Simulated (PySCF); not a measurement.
Löwdin shares of the frontier orbitals

Compound: C4H9GeNOSi.
Numbering: `[SiH3:1][NH:2][GeH2:3][c:4]1[cH:5][cH:6][cH:7][o:8]1` (hydrogens: H9, H10, H11 on Si1; H12 on N2; H13, H14 on Ge3; H15 on C5; H16 on C6; H17 on C7)

Geometry (PBE0-D3(BJ)/def2-SVP, Å), atoms numbered from 1 in this order:
```
atom  x, y, z in Å
Si1   -2.8934    0.9305    0.1858
N2    -2.3730   -0.7097    0.4119
Ge3   -0.9513   -1.5186   -0.4257
C4     0.6796   -0.5191   -0.1462
C5     1.4582    0.2397   -0.9816
C6     2.5058    0.7902   -0.1831
C7     2.2848    0.3275    1.0808
O8     1.1950   -0.4576    1.1131
H9    -2.3409    1.9016    1.1858
H10   -4.3854    1.0260    0.2602
H11   -2.4302    1.3513   -1.1716
H12   -2.7285   -1.2129    1.2187
H13   -1.1849   -1.5483   -1.9454
H14   -0.8446   -2.9282    0.1775
H15    1.2956    0.3874   -2.0477
H16    3.3145    1.4433   -0.5039
H17    2.8056    0.4693    2.0249
```

Level of theory: TDDFT CAM-B3LYP/def2-SVPD, vertical, gas phase, core orbitals frozen in the response in PySCF 2.14.0, density-fitted response routines. Relativistic effects, spin–orbit coupling among them, are left out although an element past zinc is present.

Frontier orbitals with the atoms that hold most of them (Löwdin shares over 4%, at most four atoms; ? is withheld):

| orbital | ε (eV) | atoms |
| --- | --- | --- |
| LUMO+2 | 1.48 | Si1 16%, Ge3 13%, C4 8%, H14 8% |
| LUMO+1 | 1.13 | Ge3 28%, Si1 12%, O8 8%, C4 6% |
| LUMO | 0.50 | Ge3 17%, C4 11%, C5 10%, O8 10% |
| HOMO | ? | ? |
| HOMO-1 | -8.68 | ? |
| HOMO-2 | -9.56 | C5 27%, C6 27%, O8 25%, C4 8% |
| HOMO-3 | -10.71 | Si1 31%, H11 19%, H10 17%, Ge3 10% |

Give the leading atoms of the HOMO-1.

N2 (bonded to Ge, Si and H) 50%; Si1 (bonded to N and 3 H) 12%; Ge3 (bonded to C, N and 2 H) 8%; H9 (bonded to Si) 7%.

Which atoms hold the HOMO, and with what shares?

C4 (bonded to C, Ge and O) 26%; C7 (bonded to C, O and H) 24%; C6 (bonded to 2 C and H) 14%; C5 (bonded to 2 C and H) 14%.

What is the HOMO energy, and the HOMO–LUMO gap?

ε(HOMO) = -8.03 eV; the gap is 8.53 eV (0.3135 hartree).

The HOMO–LUMO gap is 8.53 eV. Where does the response calculation put the lowest singlet, and from which orbitals?

S1 is at 5.76 eV (f = 0.277), 2.77 eV below the gap, made of HOMO→LUMO (83%). 

One configuration dominates each of S1 and S2. Which, and how do the shares of the two leading atoms of either orbital change from the occupied to the empty one?

- S1 (5.76 eV, f 0.277), HOMO→LUMO (83%): C4 26% → 11%, C7 24% → at most 10%, Ge3 at most 14% → 17%
- S2 (6.01 eV, f 0.041), HOMO-1→LUMO (75%): N2 50% → at most 10%, Si1 12% → at most 10%, Ge3 8% → 17%, C4 at most 8% → 11%

Löwdin shares depend on the basis, the more so with diffuse functions.

One conformer stands for the species.
